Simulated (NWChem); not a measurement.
System: iodoethane (C2H5I); SMILES CCI

NWChem input:

```
start job
memory heap 200 mb stack 900 mb global 1100 mb
geometry units angstroms noautoz
  C      0.457173     2.406868     0.000000
  C     -0.682486     1.409829     0.000000
  I      0.015264    -0.667632     0.000000
  H      1.098421     2.299382     0.896589
  H      0.040746     3.437595     0.000000
  H      1.098421     2.299382    -0.896589
  H     -1.320834     1.483792     0.899563
  H     -1.320834     1.483792    -0.899563
end
basis spherical
  * library def2-svp
end
ecp
  I library def2-ecp
end
dft
  xc xcamb88 1.00 lyp 0.81 vwn_5 0.19 hfexch 1.00
  cam 0.33 cam_alpha 0.19 cam_beta 0.46
  iterations 150
end
tddft
  cis
  nroots 6
  notriplet
end
task tddft energy
```

Output (shortened):

```
             Northwest Computational Chemistry Package (NWChem) 7.3.0
             --------------------------------------------------------

 CS  symmetry detected

                             Geometry "geometry" -> ""
                             -------------------------

 Output coordinates in angstroms (scale by  1.889725989 to convert to a.u.)

  No.       Tag          Charge          X              Y              Z
 ---- ---------------- ---------- -------------- -------------- --------------
    1 C                    6.0000     0.44858816     2.43219873     0.00000000
    2 C                    6.0000    -0.68195123     1.42483081     0.00000000
    3 I                   53.0000     0.03467350    -0.64619509     0.00000000
    4 H                    1.0000     1.09078766     2.33055213     0.89658900
    5 H                    1.0000     0.02279942     3.45909382     0.00000000
    6 H                    1.0000     1.09078766     2.33055213    -0.89658900
    7 H                    1.0000    -1.32094581     1.49298218     0.89956300
    8 H                    1.0000    -1.32094581     1.49298218    -0.89956300

 Effective nuclear repulsion energy (a.u.)     212.2885801453

      Symmetry information
      --------------------

 Group name             Cs
 Group number              2
 Group order               2
 No. of unique centers     6

                                 NWChem DFT Module
                                 -----------------

 Summary of "ao basis" -> "ao basis" (spherical)
 ------------------------------------------------------------------------------
       Tag                 Description            Shells   Functions and Types
 ---------------- ------------------------------  ------  ---------------------
 C                          def2-svp                 6       14   3s2p1d
 I                          def2-svp                10       26   4s4p2d
 H                          def2-svp                 3        5   2s1p

      Symmetry analysis of basis
      --------------------------

        a'         52
        a"         27

            General Information
            -------------------
          SCF calculation type: DFT
          Wavefunction type:  closed shell.
          No. of atoms     :     8
          No. of electrons :    42
           Alpha electrons :    21
            Beta electrons :    21
          Charge           :     0
          Spin multiplicity:     1
          Use of symmetry is: off; symmetry adaption is: on
          Maximum number of iterations: 150
          AO basis - number of functions:    79
                     number of shells:    37
          Convergence on energy requested:  1.00D-06
          Convergence on density requested:  1.00D-05
          Convergence on gradient requested:  5.00D-04

              XC Information
              --------------
                     Hartree-Fock (Exact) Exchange  1.000
                   CAM-Becke88 Exchange Functional  1.000
                      VWN V Correlation Functional  0.190 local
              Lee-Yang-Parr Correlation Functional  0.810

           Range-Separation Parameters
           ---------------------------
           Alpha           :  0.19
           Beta            :  0.46
           Gamma           :  0.33
           Short-Range HF  :     F

             Grid Information
             ----------------
          Grid used for XC integration:  medium
          Radial quadrature: Mura-Knowles
          Angular quadrature: Lebedev.
          Tag              B.-S. Rad. Rad. Pts. Rad. Cut. Ang. Pts.
          ---              ---------- --------- --------- ---------
          C                   0.70       49          10.0       434
          I                   1.40      123          11.0       590
          H                   0.35       45          11.0       434
          Grid pruning is: on
          Number of quadrature shells:   446
          Spatial weights used:  Erf1

      Superposition of Atomic Density Guess
      -------------------------------------

 Sum of atomic energies:        -424.87313597

      Non-variational initial energy
      ------------------------------

 Total energy =    -375.766329
 1-e energy   =    -857.998342
 2-e energy   =     362.792763
 HOMO         =      -0.324501
 LUMO         =      -0.010715

      Symmetry analysis of molecular orbitals - initial
      -------------------------------------------------

  Numbering of irreducible representations:

     1 a'          2 a"

  Orbital symmetries:

     1 a'          2 a'          3 a'          4 a'          5 a'
     6 a"          7 a'          8 a'          9 a"         10 a'
    11 a"         12 a'         13 a'         14 a'         15 a"
    16 a'         17 a'         18 a"         19 a'         20 a'
    21 a"         22 a'         23 a'         24 a'         25 a"
    26 a'         27 a"         28 a'         29 a'         30 a'
    31 a"

 !! scf_movecs_sym_adapt:    5 vectors were symmetry contaminated

  Symmetry fudging

[...]

                                NWChem TDDFT Module
                                -------------------

            General Information
            -------------------
           No. of orbitals :     158
            Alpha orbitals :      79
             Beta orbitals :      79
        Alpha frozen cores :       0
         Beta frozen cores :       0
     Alpha frozen virtuals :       0
      Beta frozen virtuals :       0
         Spin multiplicity :       1
    Number of AO functions :      79
        Use of symmetry is : off
      Symmetry adaption is : on
         Schwarz screening :  0.10D-07

              XC Information
              --------------
              Hartree-Fock (Exact) Exchange   1.00
            CAM-Becke88 Exchange Functional   1.00
               VWN V Correlation Functional   0.19 local
       Lee-Yang-Parr Correlation Functional   0.81
           Alpha           :  0.19
           Beta            :  0.46
           Gamma           :  0.33

             TDDFT Information
             -----------------
          Calculation type : Tamm-Dancoff TDDFT
         Wavefunction type : Restricted singlets
          No. of electrons :      42
           Alpha electrons :      21
            Beta electrons :      21
              No. of roots :       6
          Max subspacesize :    5200
            Max iterations :     100
               Target root :       1
           Target symmetry : none
      Symmetry restriction : off
                 Algorithm : Optimal
        Davidson threshold :  0.10D-03

    6 smallest eigenvalue differences (eV)
--------------------------------------------------------
  No. Spin  Occ  Vir  Irrep   E(Occ)    E(Vir)   E(Diff)
--------------------------------------------------------
    1    1   21   22 a"       -0.307     0.015     8.761
    2    1   20   22 a'       -0.308     0.015     8.795
    3    1   19   22 a'       -0.383     0.015    10.826
    4    1   21   23 a"       -0.307     0.102    11.136
    5    1   20   23 a'       -0.308     0.102    11.170
    6    1   18   22 a"       -0.434     0.015    12.229
--------------------------------------------------------

  Entering Davidson iterations
  Restricted singlet excited states

  Iter   NTrls   NConv    DeltaV     DeltaE      Time
  ----  ------  ------  ---------  ---------  ---------
    1      6       0     0.17E+00   0.10+100       19.6
    2     12       0     0.29E-01   0.44E-01       19.6
    3     18       0     0.14E-01   0.16E-02       20.1
    4     24       0     0.58E-02   0.30E-03       20.0
    5     30       2     0.28E-02   0.71E-04       19.6
    6     34       2     0.14E-02   0.11E-04       17.7
    7     38       4     0.44E-03   0.25E-05       17.4
    8     40       4     0.15E-03   0.27E-06       15.3
    9     42       6     0.64E-04   0.25E-07       14.6
  ----  ------  ------  ---------  ---------  ---------
  Convergence criterion met

  Ground state a'       -376.812900358849 a.u.

  ----------------------------------------------------------------------------
  Root   1 singlet a"             0.181661183 a.u.                4.9433 eV
  ----------------------------------------------------------------------------
     Transition Moments    X  0.00000   Y  0.00000   Z  0.11402
     Dipole Oscillator Strength                    0.0015744536
     Electric Quadrupole                           0.0000000133
     Magnetic Dipole                               0.0000005412
     Total Oscillator Strength                     0.0015750081

     Occ.   21  a"  ---  Virt.   22  a'       0.99412
     Occ.   21  a"  ---  Virt.   23  a'      -0.06602
  ----------------------------------------------------------------------------
  Root   2 singlet a'             0.183507530 a.u.                4.9935 eV
  ----------------------------------------------------------------------------
     Transition Moments    X -0.09980   Y -0.02392   Z  0.00000
     Dipole Oscillator Strength                    0.0012884934
     Electric Quadrupole                           0.0000000086
     Magnetic Dipole                               0.0000007496
     Total Oscillator Strength                     0.0012892516

     Occ.   20  a'  ---  Virt.   22  a'      -0.99456
     Occ.   20  a'  ---  Virt.   23  a'       0.06008
  ----------------------------------------------------------------------------
  Root   3 singlet a'             0.303296260 a.u.                8.2531 eV
  ----------------------------------------------------------------------------
     Transition Moments    X  0.45228   Y -1.23482   Z  0.00000
     Dipole Oscillator Strength                    0.3496649906
     Electric Quadrupole                           0.0000000408
     Magnetic Dipole                               0.0000029969
     Total Oscillator Strength                     0.3496680283

[...]
```

Level: CAM-B3LYP/def2-SVP with def2 effective core potentials on I, TDA. The geometry was optimised at PBE-D3(BJ)/def2-SVP. def2 effective core potentials on I; no spin-orbit coupling.
